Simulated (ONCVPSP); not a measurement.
**Zr: variants of one ONCV potential**

Base potential:

Zr, optimised norm-conserving Vanderbilt (ONCV), made with ONCVPSP 4.0.1 (LDA (Perdew-Zunger), scalar-relativistic). Core [Ar] 3d10, reference 4s2 4p6 4d2 5s2. Waves: 4s+5s: rc 2.25 bohr, ncon 4, nbas 8, qcut 5.4 1/bohr, 2 projectors; 4p: rc 1.90 bohr, ncon 4, nbas 8, qcut 5.6 1/bohr, 2 projectors, debl 3.6 Ha; 4d: rc 2.50 bohr, ncon 4, nbas 9, qcut 5.7 1/bohr, 1 projector. Local part: polynomial inside 1.45 bohr (lpopt 5, dvloc0 6 Ha). Core correction: none.

Cutoffs, loose and tight: the cutoffs (Ha) at which the residual kinetic energy of the hardest occupied pseudo-wave falls to 1 and 0.1 mHa per electron. They do not see the model core or the augmentation charge, which bear on the density cutoff. Test errors are all-electron minus pseudo excitation energies from the reference, over the configurations 4s2 4p6 4d2 5s1; 4s2 4p6 4d2 5s0; 4s2 4p6 4d1 5s0; 4s2 4p6 4d2 5s1.5. A dash means not determined; rows that change the core or the reference have their own tests.

```csv
change,outcome,"cutoff, loose","cutoff, tight",bound ghosts,GHOST(+) flags above zero,largest test error (meV)
base,generated,11 Ha,13 Ha,none,none,-8.0
p: qcut 6.9,generated,11 Ha,16 Ha,none,none,-8.0
s: qcut 4; p: qcut 4.2; d: qcut 4.2,generated,9.7 Ha,43 Ha,none,none,+18
s: rc 2.18,generated,11 Ha,13 Ha,none,none,-7.7
"local potential polynomial inside 1.45 bohr (lpopt 5, dvloc0 7.5 Ha)",generated,11 Ha,13 Ha,none,none,-8.0
"core correction Teter function fitted to the true core (icmod 2), fcfact 0.6",generated,11 Ha,13 Ha,none,none,-11
"local potential polynomial inside 1.60 bohr (lpopt 5, dvloc0 0 Ha)",generated,11 Ha,13 Ha,none,none,-7.9
functional PBE,generated,11 Ha,13 Ha,none,none,-8.6
```
